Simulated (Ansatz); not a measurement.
Q: Name a neutral molecule of C, N, O, S, Si and H with HOMO energy (PBE0/def2-TZVPP) between -7.05 and -6.75 eV and HOMO energy (ωB97M-V/def2-TZVPP) between -9.35 and -9.05 eV (Ansatz, PBE0-D4/def2-TZVP geometry).

A: `O[SiH]1NCS1` (-7.00 eV, -9.20 eV); `N=C1S[SiH]1O` (-7.01 eV, -9.14 eV); `NC(O)S[SiH3]` (-7.02 eV, -9.23 eV). Other molecules can fit too; these were computed, each in one conformer that needn't be the lowest.
